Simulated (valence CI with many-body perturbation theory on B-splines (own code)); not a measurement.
Rb⁴⁺: electric-dipole lines

Computed by relativistic CI+MBPT: five valence electrons over a frozen Dirac-Fock core [Ar] 3d10, radial functions for each j: 11 s, 11 p, 10 d, 8 f, 5 g, 2 h, with the one-electron correlation potential Σ1, the two-electron term Σ2, the three-electron term Σ3, Breit, model QED; selected CI, second order for the rest, scaled by the run's own slope (own B-spline code, finite nucleus).

Against 17 measured levels this calculation errs by 116 cm⁻¹ on average and by 227 at most. These come from a selection out of Sansonetti, J. Phys. Chem. Ref. Data 35, 301 (2006). Levels without a partner in it may be off by more. Among the levels kept, up to 3400 cm⁻¹ of a level comes from second order outside the variational space, and about a tenth of that is noise between levels of different J, which matters for small intervals. 2 measured levels below the end of the list, from 268680 cm⁻¹ on, found no clear computed partner, and computed levels of the same name lie up to 4452 cm⁻¹ from them.

Lines 151 to 200 of 599 in falling wavelength, among levels below 402620 cm⁻¹, chosen from the strongest by gf and those to the six lowest levels. Wavelengths and rates use the calculated energies, so an error of 100 cm⁻¹ moves a line at 1420 Å by 0.14 % and its rate by three times that or more. Electric multipoles are in the length gauge, E1 and E2 with the static RPA response of the core. Weak lines are less certain than strong ones. Lines between different terms over intervals too small for the method are left out, as are lines whose strength nearly cancels. Where a level lies close to another of its J and parity, the split of strength between their lines is uncertain. The highest levels of a list are the least certain.

Names give the largest LS component (configuration and term), which can be under half, so a name can repeat, a term be missing and a line seem to break the LS rules; names also repeat where a configuration has a term twice. Letters in brackets count levels of one name in rising energy.

| λ vac (Å) | Upper | Lower | A (s⁻¹) | S (a.u.) with core polarisation | S without |
| --- | --- | --- | --- | --- | --- |
| 1420 | 4s²4p²5d ²P_1/2 [b] | 4s²4p²5p ²D°_3/2 [c] | 7.51e+08 | 2.12e+00 | 2.14e+00 |
| 1420 | 4s²4p²5d ⁴P_3/2 | 4s²4p²5p ²D°_5/2 [a] | 3.48e+08 | 1.96e+00 | 1.97e+00 |
| 1413 | 4s²4p²5p ²P°_3/2 [a] | 4s²4p²4d ²D_5/2 [a] | 4.13e+08 | 2.30e+00 | 2.28e+00 |
| 1405 | 4s²4p²5d ⁴F_3/2 | 4s²4p²5p ²S°_1/2 | 1.36e+09 | 7.45e+00 | 7.49e+00 |
| 1402 | 4s²4p²5p ²F°_5/2 | 4s²4p²4d ²D_5/2 [b] | 1.25e+08 | 1.02e+00 | 1.01e+00 |
| 1395 | 4s²4p²5d ²D_5/2 [b] | 4s²4p²5p ²F°_5/2 | 6.68e+08 | 5.37e+00 | 5.39e+00 |
| 1393 | 4s²4p²5d ²P_3/2 | 4s²4p²5p ⁴D°_3/2 | 2.24e+08 | 1.20e+00 | 1.20e+00 |
| 1389 | 4s²4p²6s ²P_1/2 | 4s²4p²5p ²P°_3/2 [a] | 2.94e+08 | 7.78e-01 | 7.73e-01 |
| 1389 | 4s²4p²5d ²P_1/2 [a] | 4s²4p²5p ⁴P°_1/2 | 4.39e+08 | 1.16e+00 | 1.17e+00 |
| 1381 | 4s²4p²5d ⁴P_5/2 | 4s²4p²5p ⁴D°_3/2 | 7.77e+07 | 6.06e-01 | 6.10e-01 |
| 1378 | 4s²4p²5p ²D°_3/2 [a] | 4s²4p²4d ⁴P_5/2 | 1.20e+08 | 6.23e-01 | 6.17e-01 |
| 1376 | 4s²4p²5d ²P_3/2 | 4s²4p²5p ⁴D°_1/2 | 8.23e+08 | 4.23e+00 | 4.26e+00 |
| 1376 | 4s²4p²5d ²F_7/2 [a] | 4s²4p²5p ⁴D°_7/2 | 1.37e+08 | 1.41e+00 | 1.42e+00 |
| 1366 | 4s²4p²5p ²D°_3/2 [c] | 4s²4p²4d ²D_3/2 [b] | 3.36e+08 | 1.69e+00 | 1.68e+00 |
| 1365 | 4s²4p²5d ²F_7/2 [a] | 4s²4p²5p ²D°_5/2 [a] | 1.63e+08 | 1.64e+00 | 1.65e+00 |
| 1361 | 4s²4p²5p ²D°_5/2 [b] | 4s²4p²4d ²D_5/2 [b] | 1.36e+08 | 1.02e+00 | 1.01e+00 |
| 1354 | 4s²4p²5d ⁴D_1/2 | 4s²4p²5p ⁴D°_1/2 | 8.19e+08 | 2.01e+00 | 2.02e+00 |
| 1353 | 4s²4p²5d ⁴D_5/2 | 4s²4p²5p ⁴D°_5/2 | 9.76e+07 | 7.16e-01 | 7.25e-01 |
| 1352 | 4s²4p²5d ⁴P_3/2 | 4s²4p²5p ⁴D°_5/2 | 1.28e+08 | 6.25e-01 | 6.25e-01 |
| 1338 | 4s²4p²5d ²D_5/2 [a] | 4s²4p²5p ²D°_5/2 [a] | 1.24e+08 | 8.78e-01 | 8.85e-01 |
| 1332 | 4s²4p²6s ²P_3/2 | 4s²4p²5p ²P°_1/2 [a] | 2.18e+08 | 1.02e+00 | 1.02e+00 |
| 1327 | 4s²4p²5d ⁴D_3/2 | 4s²4p²5p ⁴D°_1/2 | 1.79e+08 | 8.26e-01 | 8.31e-01 |
| 1325 | 4s²4p²5p ²D°_3/2 [b] | 4s²4p²4d ⁴P_5/2 | 2.47e+08 | 1.14e+00 | 1.13e+00 |
| 1320 | 4s²4p²5d ²D_3/2 [a] | 4s²4p²5p ²D°_3/2 [b] | 2.66e+08 | 1.21e+00 | 1.22e+00 |
| 1318 | 4s²4p²5p ⁴S°_3/2 | 4s²4p²4d ⁴P_1/2 | 2.28e+08 | 1.03e+00 | 1.02e+00 |
| 1313 | 4s²4p²6s ⁴P_5/2 | 4s²4p²5p ⁴P°_5/2 | 2.42e+08 | 1.62e+00 | 1.61e+00 |
| 1312 | 4s²4p²5p ²P°_1/2 [c] | 4s²4p²4d ²D_3/2 [c] | 6.96e+08 | 1.55e+00 | 1.53e+00 |
| 1312 | 4s²4p²5d ²P_3/2 | 4s²4p²5p ²S°_1/2 | 3.94e+08 | 1.76e+00 | 1.77e+00 |
| 1305 | 4s²4p²6s ⁴P_1/2 | 4s²4p²5p ²D°_3/2 [a] | 4.82e+08 | 1.06e+00 | 1.05e+00 |
| 1303 | 4s²4p²6s ²P_3/2 | 4s²4p²5p ²P°_3/2 [a] | 3.69e+08 | 1.61e+00 | 1.60e+00 |
| 1303 | 4s²4p²5p ⁴S°_3/2 | 4s²4p²4d ⁴P_3/2 | 3.04e+08 | 1.33e+00 | 1.31e+00 |
| 1294 | 4s²4p²5d ²D_3/2 [b] | 4s²4p²5p ²P°_3/2 [a] | 1.70e+08 | 7.27e-01 | 7.26e-01 |
| 1292 | 4s²4p²6s ²P_3/2 | 4s²4p²5p ⁴P°_5/2 | 4.11e+08 | 1.75e+00 | 1.73e+00 |
| 1291 | 4s²4p²5d ²F_5/2 [b] | 4s²4p²5p ⁴P°_5/2 | 1.83e+08 | 1.17e+00 | 1.17e+00 |
| 1282 | 4s²4p²5d ²D_3/2 [b] | 4s²4p²5p ⁴P°_5/2 | 3.74e+08 | 1.56e+00 | 1.56e+00 |
| 1281 | 4s²4p²5p ²P°_1/2 [a] | 4s²4p²4d ²D_3/2 [a] | 4.41e+08 | 9.15e-01 | 9.07e-01 |
| 1280 | 4s²4p²6s ⁴P_3/2 | 4s²4p²5p ²D°_5/2 [a] | 2.31e+08 | 9.55e-01 | 9.51e-01 |
| 1276 | 4s²4p²5p ²P°_3/2 [c] | 4s²4p²4d ²D_5/2 [c] | 4.14e+08 | 1.70e+00 | 1.68e+00 |
| 1273 | 4s²4p²6s ⁴P_3/2 | 4s²4p²5p ²D°_3/2 [b] | 3.40e+08 | 1.38e+00 | 1.38e+00 |
| 1271 | 4s²4p²5d ²D_3/2 [a] | 4s²4p²5p ²D°_3/2 [a] | 2.40e+08 | 9.74e-01 | 9.84e-01 |
| 1269 | 4s²4p²5p ⁴S°_3/2 | 4s²4p²4d ⁴P_5/2 | 1.61e+08 | 6.51e-01 | 6.47e-01 |
| 1269 | 4s²4p²6s ⁴P_3/2 | 4s²4p²5p ⁴P°_1/2 | 3.13e+08 | 1.26e+00 | 1.26e+00 |
| 1257 | 4s²4p²6s ²P_1/2 | 4s²4p²5p ²D°_3/2 [b] | 8.06e+08 | 1.58e+00 | 1.57e+00 |
| 1255 | 4s²4p²6s ⁴P_5/2 | 4s²4p²5p ⁴S°_3/2 | 5.45e+08 | 3.19e+00 | 3.17e+00 |
| 1249 | 4s²4p²5d ²D_5/2 [b] | 4s²4p²5p ⁴P°_5/2 | 1.33e+08 | 7.65e-01 | 7.73e-01 |
| 1236 | 4s²4p²6s ⁴P_1/2 | 4s²4p²5p ⁴D°_3/2 | 1.22e+09 | 2.27e+00 | 2.26e+00 |
| 1228 | 4s²4p²6s ⁴P_3/2 | 4s²4p²5p ²D°_3/2 [a] | 3.31e+08 | 1.21e+00 | 1.20e+00 |
| 1226 | 4s²4p²6s ⁴P_3/2 | 4s²4p²5p ⁴D°_5/2 | 1.18e+09 | 4.30e+00 | 4.28e+00 |
| 1218 | 4s²4p²6s ⁴P_5/2 | 4s²4p²5p ⁴D°_7/2 | 1.27e+09 | 6.78e+00 | 6.74e+00 |
| 1212 | 4s²4p²6s ²P_1/2 | 4s²4p²5p ²D°_3/2 [a] | 3.37e+08 | 5.94e-01 | 5.90e-01 |
